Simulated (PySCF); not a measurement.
How methods differ on the ionisation energy of Pt⁶⁸⁺

Pt⁶⁸⁺ [Ne] (1S) → Pt⁶⁹⁺ [He] 2s2 2p5 (2P), as a difference of total energies. Computed with PySCF 2.14 in an uncontracted even-tempered set (18 s from 48 bohr⁻², ratio 2.2; 13 p from 63 bohr⁻², ratio 2.2; 5 d from 250 bohr⁻², ratio 2.4; 5 f from 370 bohr⁻², ratio 2.4; 4 g from 550 bohr⁻², ratio 2.4), with scalar relativity by spin-free X2C-1e. Correlated levels: nothing frozen; virtual orbitals above 40 to 60 times the deepest correlated orbital energy dropped. The calculations carry no spin-orbit coupling.

```
                 method  ionisation energy (eV)
                    UHF                 18098.8
                    LDA                 18091.3
                    PBE                 18093.3
                   PBE0                 18095.2
                 r2SCAN                 18100.1
                 M06-2X                 18096.4
                 B2PLYP                 18097.9
    MP2 (all electrons)                 18100.8
SCS-MP2 (all electrons)                 18100.6
```

A first-order spin-orbit estimate (lowest level to lowest level, LS coupling) adds -543.2 eV.

For this ion Breit and QED terms and the two-electron picture change, all absent here, outweigh the differences among the correlated methods.

For comparison: 17540 ± 50 eV (theoretical estimate listed by NIST; NIST Atomic Spectra Database, ionization energies).
